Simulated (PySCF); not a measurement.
# Löwdin shares of the frontier orbitals

Compound: C4H6F2Se.
Numbering: `[F:1][CH:2]([F:3])[C@@H:4]1[CH2:5][CH2:6][Se:7]1` (hydrogens: H8 on C2; H9 on C4; H10, H11 on C5; H12, H13 on C6)

Cartesian coordinates in Å at the PBE0-D3(BJ)/def2-SVP level; atoms count from 1:
```
atom  x, y, z in Å
F1    -1.5388   -1.9351   -0.6955
C2    -1.6356   -0.6510   -0.2711
F3    -2.6593   -0.0739   -0.9355
C4    -0.3510    0.0680   -0.5675
C5     0.8754   -0.3581    0.2482
C6     1.4612    1.0222    0.5674
Se7   -0.2445    1.9176    0.1177
H8    -1.8763   -0.6559    0.8072
H9    -0.1876    0.0509   -1.6559
H10    1.5547   -1.0446   -0.2802
H11    0.5543   -0.8587    1.1753
H12    1.7902    1.1808    1.6026
H13    2.2526    1.3429   -0.1238
```

The calculation used PySCF, TDDFT B3LYP/def2-SVPD, vertical, gas phase, core orbitals frozen in the response. Relativistic effects, spin–orbit coupling among them, are left out although an element past zinc is present.

Frontier orbitals with the atoms that hold most of them (Löwdin shares over 4%, at most four atoms; ? is withheld):

| orbital | ε (eV) | atoms |
| --- | --- | --- |
| HOMO-3 | -9.83 | C4 17%, C2 13%, F3 11%, Se7 10% |
| HOMO-2 | -9.25 | C4 20%, Se7 19%, C6 17%, F1 13% |
| HOMO-1 | -8.38 | Se7 48%, C6 14%, C5 14%, C4 13% |
| HOMO | ? | ? |
| LUMO | -1.17 | ? |
| LUMO+1 | -0.04 | Se7 50%, C6 13%, C4 9%, H12 4% |
| LUMO+2 | 0.31 | Se7 33%, C6 12%, C5 12%, H10 7% |

Give the leading atoms of the HOMO.

Se7 (bonded to 2 C) 74%; C6 (bonded to C, Se and 2 H) 9%; C4 (bonded to 2 C, Se and H) 9%. By element: selenium 74%, carbon 18% or more.

Give the leading atoms of the LUMO.

Se7 (bonded to 2 C) 58%; C4 (bonded to 2 C, Se and H) 14%; C6 (bonded to C, Se and 2 H) 13%. By element: selenium 58%, carbon 28% or more.

What is the HOMO energy, and the HOMO–LUMO gap?

ε(HOMO) = -6.33 eV; the gap is 5.16 eV (0.1898 hartree).

How does S1 compare with the orbital gap of 5.16 eV?

S1 is at 3.89 eV (f = 0.0000), 1.28 eV below the gap, made of HOMO→LUMO (99%). 

Give energy, strength and leading configuration of S1, S2 and S5, and follow the Löwdin shares of the leading atoms from the occupied to the empty orbital.

- S1 (3.89 eV, f 0.0000), HOMO→LUMO (99%): Se7 74% → 58%, C6 9% → 13%, C4 9% → 14%
- S2 (5.35 eV, f 0.014), HOMO→LUMO+1 (94%): Se7 74% → 50%, C6 9% → 13%
- S5 (6.24 eV, f 0.044), HOMO-1→LUMO (97%): Se7 48% → 58%, C6 14% → 13%, C4 13% → 14%

Löwdin shares depend on the basis, the more so with diffuse functions.

Cost: about 60 s of CPU time on one thread; the machine was shared, so the figure is rough.

One conformer stands for the species.
